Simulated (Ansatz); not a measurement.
Stepwise reaction of `BC` with ammonia, as a gas-phase model of exchange steps in deposition or etching. ΔE in kJ/mol; ΔG adds harmonic PBE0-D4 terms to CCSD(T)/CBS, at 1 bar.

Gas-phase electronic energies from Ansatz, PBE0-D4/def2-TZVP geometries. CBS: MP2 limit from def2 TZ/QZ plus the TZ coupled-cluster correction, frozen cores. This one scheme is used for every species. DFT in def2-TZVPP. B3LYP here is the variant with VWN-RPA as its local correlation; programs differ in this. One conformer a species, not always the lowest.

| step | reaction | PBE-D4 | B3LYP-D4 | ωB97M-V | CCSD(T)/CBS | ΔG(500 K) |
| --- | --- | --- | --- | --- | --- | --- |
| 1 | `BC` + NH₃ → `CBN` + H₂ | -130.9 | -126.4 | -125.4 | -122.8 | -113.6 |

**Question.** Give the row of step 2, `CBN` + NH₃ → `CB(N)N` + H₂. (An estimate is asked.)

**Answer.** The calculation gave: 
```tsv
step	reaction	PBE-D4	B3LYP-D4	ωB97M-V	CCSD(T)/CBS	ΔG(500 K)
2	`CBN` + NH₃ → `CB(N)N` + H₂	-64.4	-65.0	-65.1	-63.6	-67.7
```

**Question.** By hand: ΔE of the 2 steps together at CCSD(T)/CBS.

**Answer.** (-122.8) + (-63.6) = -186.4 kJ/mol, or -93.2 kJ/mol a step.

In ΔE each step is higher than the one before. All are downhill at CCSD(T)/CBS. ΔG lies between -113.6 and -67.7 kJ/mol a step. PBE-D4 differs from CCSD(T)/CBS by -8.1 to -0.8 kJ/mol a step. Isolated molecules leave out the surface, adducts and barriers. Largest T1 diagnostic: 0.011.
